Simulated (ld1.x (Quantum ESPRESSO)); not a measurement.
## N (Z = 7): excitation energies, all-electron against TM semilocal

ld1.x (Quantum ESPRESSO) 7.5 input, shortened:

```
&input
   title='N', zed=7., rel=1, dft='PZ', iswitch=3,
   config='[He] 2s2 2p3 3d-2'
 /
 &inputp
   pseudotype=1, tm=.true., lloc=1,
   nlcc=.false.
 /
3
2S  1  0   2.00   0.00  0.95  0.95  0.0
3D  3  2  -2.00   0.15  1.05  1.05  0.0
2P  2  1   3.00   0.00  1.20  1.20  0.0
 &test
   configts(1)='2s2 2p3'
 /
```

Energies are relative to the spin-unpolarised reference configuration 2s2 2p3; without spin polarisation the order of configurations can differ from experiment. Spin-polarised rows fill each open shell by Hund’s rule, majority spin first. The frozen-core shift is the all-electron ΔE with the core orbitals held at their reference shape minus the fully relaxed ΔE.

```csv
valence configuration,charge,ΔE all-electron (eV),error AE − PS (meV),frozen-core shift (meV)
2s2 2p2,+1,13.732,+4.4,+0.2
2s2 2p0,+3,89.866,+384,+13
2s0 2p5,0,22.452,+47,+1.9
2s1 2p4,0,11.204,+12,+0.5
2s2 2p3.3,-0.3,-1.665,+0.1,0.0
2s1 2p3,+1,25.184,+1.5,+0.8
2s2 2p3 (spin-polarised),0,-2.892,+294,+3.5
2s2 2p2 (spin-polarised),+1,12.043,+206,+2.7
```

Problem. What are ΔE and the potential's error for 2s2 2p1?

Solution. ΔE = 42.702 eV all-electron; the error (AE − PS) is +68 meV.

Levels in the configuration 2s2 2p2:

| level | all-electron (eV) | pseudo (eV) |
| --- | --- | --- |
| 2s | -32.250 | -32.252 |
| 2p | -20.817 | -20.799 |
